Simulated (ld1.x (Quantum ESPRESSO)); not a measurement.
lutetium (Lu): PAW pseudisation with PBE, scalar-relativistic reference atom.

ld1.x (Quantum ESPRESSO) 7.5 was run on this input:

```
&input
   title='Lu', zed=71., rel=1, dft='PBE', iswitch=3,
   config='[Xe] 4f14 5d1 6s2 6p0',
   nld=3, rlderiv=2.45, eminld=-6.0, emaxld=5.0, deld=0.02
 /
 &inputp
   pseudotype=3, lpaw=.true., tm=.true., lloc=-1, rcloc=1.20,
   nlcc=.true., new_core_ps=.true., rcore=1.05,
   which_augfun='BESSEL', rmatch_augfun=1.60,
   file_pseudopw='Lu.UPF', file_wfcaegen='ae.wfc', file_wfcncgen='nc.wfc', file_beta='beta', file_chi='chi', file_wfcusgen='us.wfc'
 /
6
5S  1  0   2.00   0.00  1.50  1.55  0.0
6S  2  0   2.00   0.00  1.50  1.55  0.0
5P  2  1   6.00   0.00  1.85  1.95  0.0
6P  3  1   0.00   0.00  1.85  1.95  0.0
5D  3  2   1.00   0.00  2.00  2.25  0.0
5D  3  2   0.00   0.40  2.00  2.25  0.0
 &test
   configts(1)='5s2 5p6 5d1 6s2 6p0'
 /
```

Command:

```bash
ld1.x < Lu.in > Lu.out
```

Resulting log (shortened: banner, matrices, multipoles, cross overlaps and the repeated all-electron block are left out):

```
Program LD1 v.7.5
     --------------------------- All-electron run ----------------------------

     Lu
     scalar relativistic calculation

     atomic number is 71.00
     dft =PBE   lsd =0 sic =0 latt =0  beta=0.20 tr2=1.0E-14
     Exchange-correlation= PBE
                           (   1   4   3   4   0   0   0)
     mesh =1271 r(mesh) = 100.71756 a.u. xmin = -7.00 dx = 0.01250
     1 Ry =  13.60569312 eV, c = 137.03599908

     n l     nl                  e(Ry)          e(Ha)          e(eV)
     1 0     1S 1( 2.00)     -4648.5360     -2324.2680    -63246.5547
     2 0     2S 1( 2.00)      -791.2845      -395.6422    -10765.9736
     2 1     2P 1( 6.00)      -696.0548      -348.0274     -9470.3078
     3 0     3S 1( 2.00)      -179.3236       -89.6618     -2439.8215
     3 1     3P 1( 6.00)      -150.7516       -75.3758     -2051.0794
     4 0     4S 1( 2.00)       -35.6988       -17.8494      -485.7065
     4 1     4P 1( 6.00)       -26.3256       -13.1628      -358.1779
     3 2     3D 1(10.00)      -116.4756       -58.2378     -1584.7315
     5 0     5S 1( 2.00)        -4.4877        -2.2439       -61.0585
     5 1     5P 1( 6.00)        -2.3270        -1.1635       -31.6611
     4 2     4D 1(10.00)       -14.1055        -7.0527      -191.9148
     4 3     4F 1(14.00)        -0.7073        -0.3537        -9.6238
     5 2     5D 1( 1.00)        -0.1286        -0.0643        -1.7493
     6 0     6S 1( 2.00)        -0.3424        -0.1712        -4.6591
     6 1     6P 1( 0.00)        -0.0988        -0.0494        -1.3448

     final scf error:  8.3E-15 reached in  37 iterations

     Etot =  -29126.697660 Ry,  -14563.348830 Ha, -396288.910042 eV

     Ekin =   31830.985536 Ry,   15915.492768 Ha,  433082.621009 eV
     Encl =  -71781.075823 Ry,  -35890.537911 Ha, -976631.289685 eV
     Eh   =   11423.681959 Ry,    5711.840979 Ha,  155427.111063 eV
     Exc  =    -600.289331 Ry,    -300.144666 Ha,   -8167.352428 eV

     normalization and overlap integrals

     s(1S/1S) =  1.000000  <r> =   0.0193  <r2> =    0.0005  r(max) =   0.0121
     s(2S/2S) =  1.000000  <r> =   0.0818  <r2> =    0.0079  r(max) =   0.0689
     s(2P/2P) =  1.000000  <r> =   0.0729  <r2> =    0.0065  r(max) =   0.0564
     s(3S/3S) =  1.000000  <r> =   0.2126  <r2> =    0.0517  r(max) =   0.1969
     s(3P/3P) =  1.000000  <r> =   0.2123  <r2> =    0.0523  r(max) =   0.1920
     s(4S/4S) =  1.000000  <r> =   0.4779  <r2> =    0.2579  r(max) =   0.4437
     s(4P/4P) =  1.000000  <r> =   0.5078  <r2> =    0.2935  r(max) =   0.4664
     s(3D/3D) =  1.000000  <r> =   0.1925  <r2> =    0.0434  r(max) =   0.1572
     s(5S/5S) =  1.000000  <r> =   1.1711  <r2> =    1.5453  r(max) =   1.0380
     s(5P/5P) =  1.000000  <r> =   1.3946  <r2> =    2.2180  r(max) =   1.1910
     s(4D/4D) =  1.000000  <r> =   0.5475  <r2> =    0.3481  r(max) =   0.4782
     s(4F/4F) =  1.000000  <r> =   0.7246  <r2> =    0.7011  r(max) =   0.4664
     s(5D/5D) =  1.000000  <r> =   2.9304  <r2> =   11.0633  r(max) =   1.8447
     s(6S/6S) =  1.000000  <r> =   3.6444  <r2> =   15.1664  r(max) =   3.0797
     s(6P/6P) =  1.000000  <r> =   5.3952  <r2> =   33.9240  r(max) =   4.2623

     ------------------------ End of All-electron run ------------------------

     --------------------- Generating PAW atomic setup --------------------

      Generating local potential from pseudized AE potential:
      Matching radius rcloc =   1.2000

      Local pseudo, rcloc= 1.206 Estimated cut-off energy=    17.11 Ry

      Computing core charge for nlcc:

       r > 1.05 : true rho core
      Core charge pseudized with two Bessel functions
      Integrated core pseudo-charge :  19.57
      Wfc-us  5S rcutus= 1.549  Estimated cut-off energy=    21.73 Ry
      Wfc-us  6S rcutus= 1.549  Estimated cut-off energy=    38.88 Ry
      Wfc-us  5P rcutus= 1.939  Estimated cut-off energy=    22.14 Ry
      Wfc-us  6P rcutus= 1.939  Estimated cut-off energy=    38.23 Ry
      Wfc-us  5D rcutus= 2.253  Estimated cut-off energy=    22.14 Ry
      Wfc-us  5D rcutus= 2.253  Estimated cut-off energy=    23.78 Ry

     Required augmentation: BESSEL   radius:    1.600000
     Suggested rho cutoff for augmentation:  38.41 Ry

     Estimated PAW energy = -667.114420 Ryd

     ------------------- End of pseudopotential generation -------------------

     Computing logarithmic derivative in   2.44389
     Computing logarithmic derivative in   2.44389
     Computing the partial wave expansion
     R is outside the sphere for l=    0 j= 0.00
     R is outside the sphere for l=    0 j= 0.00
     R is outside the sphere for l=    1 j= 0.00
     R is outside the sphere for l=    1 j= 0.00
     R is outside the sphere for l=    2 j= 0.00
     R is outside the sphere for l=    2 j= 0.00

     ---------------------- Testing the pseudopotential ----------------------

     Lu
     scalar relativistic calculation

     atomic number is 71.00   valence charge is 11.00
     dft = SLA  PW   PBX  PBC   lsd =0 sic =0 latt =0  beta=0.20 tr2=1.0E-14
     mesh =1271 r(mesh) = 100.71756 xmin = -7.00 dx = 0.01250

     n l     nl             e AE (Ry)        e PS (Ry)    De AE-PS (Ry)
     1 0     5S   1( 2.00)       -4.48772       -4.48761       -0.00011
     2 1     5P   1( 6.00)       -2.32704       -2.32699       -0.00006
     3 2     5D   1( 1.00)       -0.12857       -0.12855       -0.00001
     2 0     6S   1( 2.00)       -0.34244       -0.34242       -0.00001
     3 1     6P   1( 0.00)       -0.09884       -0.09884        0.00000

     eps = 1.5E-15  iter =  8

     Etot =  -29126.697660 Ry,  -14563.348830 Ha, -396288.910042 eV
     Etotps =  -667.114411 Ry,    -333.557205 Ha,   -9076.553954 eV

     Ekin =     176.762923 Ry,      88.381462 Ha,    2404.982090 eV
     Encl =    -305.767509 Ry,    -152.883754 Ha,   -4160.178894 eV
     Ehrt =      62.180171 Ry,      31.090086 Ha,     846.004327 eV
     Ecxc =    -600.289997 Ry,    -300.144998 Ha,   -8167.361478 eV
     (Ecc =     -51.378182 Ry,     -25.689091 Ha,    -699.035783 eV)

     ---------------------- End of pseudopotential test ----------------------
```

Generation and configuration tests took about 3.5 s on one core of a shared server CPU.
